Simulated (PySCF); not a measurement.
C4H11NSi, SMILES CNC1([SiH3])CC1.

Coordinates come from a B3LYP-D3(BJ)/def2-SVP optimisation. The structure was generated by enumeration, and PubChem lists no compound with its InChIKey, so it may never have been made. The values are those of a single conformer.

Two levels are set side by side: TDA-PBE/def2-SVPD (PySCF) and TDA-B3LYP/def2-SVPD (PySCF). Vertical, same geometry. The lowest singlet is HOMO→LUMO 99 % with PBE and HOMO→LUMO 96 % with the other functional; states are paired by order. Differences are taken from unrounded values.

```json
[
 {"quantity": "lowest singlet excitation (eV)", "TDA-B3LYP": "5.43"},
 {"quantity": "lowest triplet excitation (TDA) (eV)", "TDA-B3LYP": "5.25"},
 {"quantity": "first bright state (f over 0.05) (eV)", "TDA-B3LYP": "6.13"},
 {"quantity": "its oscillator strength", "TDA-B3LYP": "0.07"}
]
```

### Question
What does TDA-PBE give, and how far is it from TDA-B3LYP? (The exact figures need the calculation; the answer reports its results.)

### Answer

```
quantity                               TDA-PBE  TDA-PBE minus TDA-B3LYP
-------------------------------------  -------  -----------------------
lowest singlet excitation (eV)            4.83                    -0.60
lowest triplet excitation (TDA) (eV)      4.67                    -0.57
first bright state (f over 0.05) (eV)     5.41                    -0.73
its oscillator strength                   0.08                     0.00
```

A lower first singlet is the usual sign of a functional without exact exchange. Differences between two approximate levels are no errors against the true value.

Rough cost on one machine, each run with all the roots and properties that it gave: TDA-B3LYP against TDA-PBE about 2 times.
